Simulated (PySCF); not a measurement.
H₄Cl₃FGeO₂Si₂, SMILES F[SiH2]O[SiH2][O][Ge]([Cl])([Cl])[Cl] (PBE0/def2-SVP optimised geometry):

```
13

Si    -3.253    -0.353    -1.549
F     -2.826     0.604    -2.784
O     -2.218    -1.629    -1.484
Si    -0.922    -2.517    -1.988
O      0.490    -1.820    -1.434
Ge     1.029    -1.002     0.000
Cl     0.297    -2.003     1.734
Cl     3.151    -1.002     0.000
Cl     0.306     1.002     0.000
H     -4.623    -0.854    -1.817
H     -3.151     0.432    -0.297
H     -0.827    -2.524    -3.469
H     -1.060    -3.878    -1.415
```

Method: PBE0/def2-TZVP run with PySCF 2.14.0.

Task: What are the frontier orbital energies and the dipole moment?

Result: HOMO-2 -9.55 eV, HOMO-1 -9.34 eV, HOMO -9.20 eV, LUMO -1.89 eV, LUMO+1 0.20 eV; dipole moment 1.49 D.

Meta-Löwdin charges at PBE0/def2-TZVP: Si1 1.16, F2 -0.51, O3 -0.84, Si4 1.09, O5 -0.80, Ge6 1.12, Cl7 -0.26, Cl8 -0.24, Cl9 -0.26, H10 -0.12, H11 -0.12, H12 -0.11, H13 -0.12.
